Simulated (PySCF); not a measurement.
Germanium: a sound run and one with changed settings

Sound run: Ge [Ar] 3d10 4s2 4p2, Ge⁺ [Ar] 3d10 4s2 4p1. All numbers are calculated (PySCF 2.14, scalar relativity through the core potential, in cc-pVDZ-PP with ECP10MDF (4s3p2d, 23 functions)). The sound run starts from symmetry-adapted Hartree-Fock orbitals and uses a fine grid where one is needed.

Changed run: basis STO-3G, all-electron and non-relativistic. This setting is unsound on purpose.

```json
{"species": "Ge", "method": "UHF", "sound run (hartree)": "-293.34108", "changed run (hartree)": "-2051.63626", "converged": "yes"}
{"species": "Ge", "method": "M06-L", "sound run (hartree)": "-294.55098", "changed run (hartree)": "-2052.89230", "converged": "yes"}
{"species": "Ge", "method": "r2SCAN", "sound run (hartree)": "-294.40298", "changed run (hartree)": "-2052.91020", "converged": "yes"}
{"species": "Ge⁺", "method": "UHF", "sound run (hartree)": "-293.06884", "changed run (hartree)": "-2051.47666", "converged": "yes"}
{"species": "Ge⁺", "method": "M06-L", "sound run (hartree)": "-294.27111", "changed run (hartree)": "-2052.70443", "converged": "yes"}
{"species": "Ge⁺", "method": "r2SCAN", "sound run (hartree)": "-294.10832", "changed run (hartree)": "-2052.72124", "converged": "yes"}
```

Ionisation energy of Ge:

```json
{"method": "UHF", "sound run (eV)": "7.408", "changed run (eV)": "4.343"}
{"method": "M06-L", "sound run (eV)": "7.616", "changed run (eV)": "5.112"}
{"method": "r2SCAN", "sound run (eV)": "8.018", "changed run (eV)": "5.142"}
```

A minimal basis cannot let orbitals breathe on ionisation and holds almost no correlation. The Hamiltonian changed with the basis, so the totals do not compare.

For comparison, NIST gives 7.899 eV between the lowest levels.
